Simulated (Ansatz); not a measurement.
## Match the barriers

Saddle point of TiHCl3O, singlet (TiHCl₃O ([OH][Ti]([Cl])([Cl])[Cl]) → TiCl₂O ([O][Ti]([Cl])[Cl]) + HCl (still joined by a long Ti–Cl bond); bonds formed: Cl2–H4; bonds broken: O3–H4; bonds weakened to dative contacts: Ti1–Cl2), PBE0-D4/def2-TZVP structure:

```json
{"atom": "Ti1", "x (Å)": "0.1259", "y (Å)": "0.3902", "z (Å)": "0.3046"}
{"atom": "Cl2", "x (Å)": "-1.3868", "y (Å)": "-1.0409", "z (Å)": "-1.0636"}
{"atom": "O3", "x (Å)": "1.2631", "y (Å)": "-0.6661", "z (Å)": "-0.1675"}
{"atom": "H4", "x (Å)": "-0.0583", "y (Å)": "-1.3307", "z (Å)": "-0.9506"}
{"atom": "Cl5", "x (Å)": "0.3905", "y (Å)": "2.3921", "z (Å)": "-0.5789"}
{"atom": "Cl6", "x (Å)": "-0.3344", "y (Å)": "0.2555", "z (Å)": "2.4559"}
```

Ansatz 0.2.0; basis: def2-TZVPP, with def2-QZVPP for the basis limit; cores frozen in the correlated methods. B3LYP uses VWN-RPA correlation. Extrapolation: Hartree–Fock as exp(−7.88 √X), correlation as X^−2.97. Four methods, as single points on the PBE0-D4 structures, gave these electronic barriers from the start structure: 1.141, 1.689, 1.815, 2.418 eV.

Question: The methods were, in alphabetical order, B3LYP-D4, BLYP-D4, HF, MP2. Which gave which? (Judge from chemistry; the calculation decides.)

Answer: Computed: MP2 1.141; BLYP-D4 1.689; B3LYP-D4 1.815; HF 2.418 eV. For comparison, CCSD(T) at an estimated basis limit (MP2 extrapolated from triple and quadruple zeta, plus CCSD(T) − MP2 in triple zeta) gives 1.656 eV.

No T1 diagnostic of these runs exceeds 0.026. The T1 diagnostic is large here, which may signal multireference character or strong orbital relaxation, so CCSD(T) is less sure.

Labels in which every atom is bracketed show which atoms are joined, not bond orders.

For scale, one of the runs: CCSD(T)/def2-TZVPP, 235 basis functions, launched by `ansatz run in.yaml --threads 8 --pin off --events-out ev --progress --plain --max-ram 19148MiB`. The run took 2.2 min on 8 CPU threads of an Arm Neoverse V1 (shared host), with 4.2 GiB of host memory at its peak.
